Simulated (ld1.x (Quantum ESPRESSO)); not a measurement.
# What one change does to a pseudopotential (gold, RRKJ)

| Quantity | Value |
| --- | --- |
| Element | gold (Au) |
| Generator | ld1.x (Quantum ESPRESSO) 7.5 |
| Type | norm-conserving RRKJ (Kleinman–Bylander form) |
| Functional | PBE |
| Relativity | scalar-relativistic |
| Frozen core | [Kr] 4d10 4f14 5s2 |
| Valence charge | 17 |
| Reference configuration | 5p6 5d10 6s1 6p0 |
| Partial waves | 5p (bound): rc 1.85 bohr; 5d (bound): rc 2.30 bohr; 6s (bound): rc 2.35 bohr |
| Local potential | the s channel |
| Core correction | a·sin(br)/r model core inside 1.25 bohr |
| rho0 | 0.001 |

Change: wave 6s (bound): rc 2.35 bohr becomes 6s (bound): rc 1.62 bohr.

Cutoffs: the cutoffs (Ry, on a coarse ladder) from which the occupation-weighted sum of valence levels, in a spherical-Bessel basis at the reference potential, stays within 10 and 1 mRy of its value at 400 Ry; they do not see the model core or the augmentation charge, which bear on the density cutoff. Errors are all-electron minus pseudo energies relative to the spin-unpolarised reference configuration.

Q: How do hardness, ghosts and transferability respond?

A: The potential gets harder (35 Ry and 45 Ry → 35 Ry and 90 Ry); of the 7 tests that both files solve, the error grows in 0 and shrinks in 7 by more than 15 % and 0.3 meV (median size 58.3 → 41.7 meV); neither file shows a bound ghost. A smaller radius makes the pseudo-wave follow the all-electron one further in, where it bends more sharply, so more plane waves are needed. Less of the atom is replaced, so other configurations are described better.

```csv
quantity,base,changed
"cutoff, loose",35 Ry,35 Ry
"cutoff, tight",45 Ry,90 Ry
loose cutoff by channel (10 mRy a level),"p 30 Ry, d 30 Ry, s 8 Ry","p 30 Ry, d 30 Ry, s 30 Ry"
bound ghosts,none,none
"error for 5p6 5d10 6s0 6p0, meV [ΔE 9.41 eV]",-12,-4.7
"error for 5p6 5d9 6s0 6p0, meV [ΔE 30.62 eV]",-58,-42
"error for 5p6 5d8 6s0 6p0, meV [ΔE 64.49 eV]",-185,-126
"error for 5p6 5d9 6s1 6p0, meV [ΔE 12.12 eV]",-23,+16
"error for 5p6 5d10 6s0.5 6p0, meV [ΔE 3.77 eV]",-3.0,-1.3
"error for 5p6 5d7 6s0 6p0, meV [ΔE 112.21 eV]",-364,-231
"error for 5p6 5d10 6s0 6p1, meV [ΔE 5.25 eV]",-454,-312
```
